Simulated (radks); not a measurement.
Question: The mean radii <r> (bohr) of the occupied orbitals of an atom or ion are listed with their occupations. Method: Dirac Kohn-Sham, exchange-only PBE, spin-unpolarised, spherical densities, finite nucleus; Fermi nuclear charge, rms radius of each element as measured or else 0.836 A^(1/3) + 0.57 fm; computed with a radial shooting solver on a logarithmic mesh with Libxc functionals.

| orbital | occ. | <r> |
|---|---|---|
| 1s1/2 | 2 | 0.01835 |
| 2s1/2 | 2 | 0.07690 |
| 2p1/2 | 2 | 0.06361 |
| 2p3/2 | 4 | 0.07155 |
| 3s1/2 | 2 | 0.1983 |
| 3p1/2 | 2 | 0.1881 |
| 3p3/2 | 4 | 0.2021 |
| 3d3/2 | 4 | 0.1764 |
| 3d5/2 | 6 | 0.1806 |
| 4s1/2 | 2 | 0.4038 |
| 4p1/2 | 2 | 0.4008 |
| 4p3/2 | 4 | 0.4217 |

Name the element and its charge. Open shells, if any, fill j = l - 1/2 first.

Answer: Z = 74, tungsten, charge +38: W38+ in [Kr]. The 1s radius gives Z: for a bare nucleus <r> = (2 gamma + 1)/(2Z) with gamma = sqrt(1 - (Z/c)^2), 0.01813 bohr for Z = 74, and screening makes it slightly larger (0.01835 here). The occupations add up to 36, and the charge is Z minus that.
